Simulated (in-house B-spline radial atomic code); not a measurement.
A run on V⁻ that did not converge. Method: scalar-relativistic (X2C) r2SCAN0, spin-polarised, spherical fractional occupations, exact exchange averaged over the configuration, Fermi nucleus of rms radius 3.6002 fm; computed with a B-spline radial code for spherical atoms.

Command:
```bash
python run_scf.py task.json out
```
Settings (nuclear radius in fm, mass in u):
```
Z                23
configuration    [Ar] 3d4 4s2
hamiltonian      x2c
method           r2scan0
spin_polarised   True
nucleus          fermi
rms_radius       3.6002
atomic_mass      50.94396
speed_of_light   137.035999084
exact_exchange   averaged over the configuration
```

First and last ten iterations of the last attempt (damped for 15 steps, keeping 80 % of the old Fock matrix, then DIIS):
```
 iter        energy (Eh)    residual
    1        -944.854697    1.22e-01
    2        -946.109627    2.63e-01
    3        -947.498495    1.73e-01
    4        -948.286307    1.17e-01
    5        -948.712714    8.12e-02
    6        -948.931745    5.43e-02
    7        -949.039280    4.12e-02
    8        -949.091278    3.05e-02
    9        -949.117370    2.26e-02
   10        -949.131613    1.74e-02
  111        -949.015756    3.63e-02
  112        -949.153666    6.83e-03
  113        -944.464233    1.26e-01
  114        -944.425566    1.27e-01
  115        -944.423257    1.27e-01
  116        -944.412012    1.27e-01
  117        -944.419103    1.27e-01
  118        -944.422562    1.27e-01
  119        -944.300794    1.27e-01
  120        -944.300668    1.27e-01
 not converged after 120 iterations
```

The smallest residual met was 2.3e-03; the threshold is about 2e-07. No energy from this run should be used. Run time, properties included: 7.3 s on 1 thread of Arm Neoverse N1, on a shared host.
